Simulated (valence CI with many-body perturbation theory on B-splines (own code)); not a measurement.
**Assign the levels of Ge XXVI**

Computed by valence CI with perturbative core correlation (CI+MBPT): five valence electrons over a frozen Dirac-Fock core [He], a basis of 11 s, 11 p, 10 d, 8 f, 5 g, 2 h functions for each j, with the one-electron correlation potential Σ1 (screened to all orders), the two-electron term Σ2, the three-electron term Σ3, Breit, model QED; selected single and double excitations, second order for the rest, scaled by the run's own slope (own B-spline code, finite nucleus).

No measured levels were compared; by estimate levels of excited configurations hold to 0.05 to 0.15 % of their energy, terms of the ground configuration to about 0.5 %. Among the levels kept, up to 5600 cm⁻¹ of a level comes from second order outside the variational space, and about a tenth of that is noise between levels of different J, which matters for small intervals.

| No. | J | Parity | E (cm⁻¹) | g |
| --- | --- | --- | --- | --- |
| 3 | 5/2 | odd | 313640 | 1.194 |
| 4 | 1/2 | odd | 426690 | 0.658 |
| 6 | 5/2 | even | 1081700 | 1.564 |
| 7 | 3/2 | even | 1248900 | 1.648 |
| 8 | 1/2 | even | 1272600 | 2.537 |
| 9 | 3/2 | even | 1505000 | 0.963 |
| 10 | 5/2 | even | 1569800 | 1.225 |
| 12 | 3/2 | even | 1788600 | 1.240 |
| 14 | 3/2 | odd | 2744400 | 1.328 |
| 15 | 1/2 | odd | 3017900 | 0.658 |
| 17 | 3/2 | even | 11821000 | 1.694 |
| 18 | 1/2 | even | 11855000 | 1.175 |

Energies count from the lowest level. Strongly mixed levels and levels close to another of their J and parity are left out, so the numbers can have gaps.

Give configuration and LS term of each level.

3: 2s2 2p3 2D°; 4: 2s2 2p3 2P°; 6: 2s 2p4 4P; 7: 2s 2p4 4P; 8: 2s 2p4 4P; 9: 2s 2p4 2D; 10: 2s 2p4 2D; 12: 2s 2p4 2P; 14: 2p5 2P°; 15: 2p5 2P°; 17: 2s2 2p2 3s 4P; 18: 2s2 2p2 3s 2P.
